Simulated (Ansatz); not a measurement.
A run on `CBC1=CB1` with other settings.

```yaml
crystal:
  periodic: [false, false, false]
  atoms:
    - {symbol: C, position_ang: [-1.145860, 0.774359, 1.197894]}
    - {symbol: B, position_ang: [-0.356009, 0.809231, -0.148838]}
    - {symbol: C, position_ang: [0.459621, -0.339253, -0.648801]}
    - {symbol: C, position_ang: [0.692929, -1.483411, -1.341057]}
    - {symbol: B, position_ang: [1.825449, -0.976828, -0.619783]}
    - {symbol: H, position_ang: [-0.834440, 1.603693, 1.842203]}
    - {symbol: H, position_ang: [-1.068755, -0.158033, 1.757952]}
    - {symbol: H, position_ang: [-2.204829, 0.964620, 0.982342]}
    - {symbol: H, position_ang: [-0.338455, 1.815478, -0.803574]}
    - {symbol: H, position_ang: [0.099493, -2.126936, -1.975077]}
    - {symbol: H, position_ang: [2.936453, -0.940020, -0.222664]}
basis:
  gaussian: {orbitals: ANO-RCC-VTZP}
hamiltonian: {xc: {name: PBE0-DH}}
accuracy: high
```

```sh
$ ansatz run in.yaml --threads 2 --pin off --events-out ev --progress --plain --max-ram 4352MiB
```

Shortened log:

```
Functional definition: PBE0-DH
4457 factors; integrals over basis functions are off by at most 2.7e-9 eV
mean field evaluation 1: about -4548.8101 eV, gradient 4.8e1 eV
mean field evaluation 2: about -4549.2981 eV, gradient 4.8e1 eV
mean field evaluation 4: about -4554.5972 eV, gradient 3.5e0 eV
mean field evaluation 8: about -4554.6413 eV, gradient 3.6e-1 eV
mean field evaluation 16: about -4554.6417 eV, gradient 1.8e-4 eV
mean field -4554.64165655 eV, -167.3799936312 hartree, gradient 7.6e-8 eV, S^2 0.000000; 0 other end points of the search recorded, 0 dependent functions left out
5 core orbitals not correlated: weight in the atoms' cores, before any rotation towards them, 1.000 or more for the frozen orbitals, at most 0.000 for the correlated occupied ones
reference -4554.64165989 eV, -167.3799937540 hartree; 12, 12 occupied and 217, 217 virtual orbitals, 4457 factors
second order -22.69680992 eV of doubles, -0.00000000 eV of singles
Total energy: -4557.47876113 eV, -167.4842553015 hartree
Relativity: scalar
```

It took 93 s on 2 threads of an AMD EPYC 7B13 on a shared host, with 1.9 GiB of host memory at the peak.
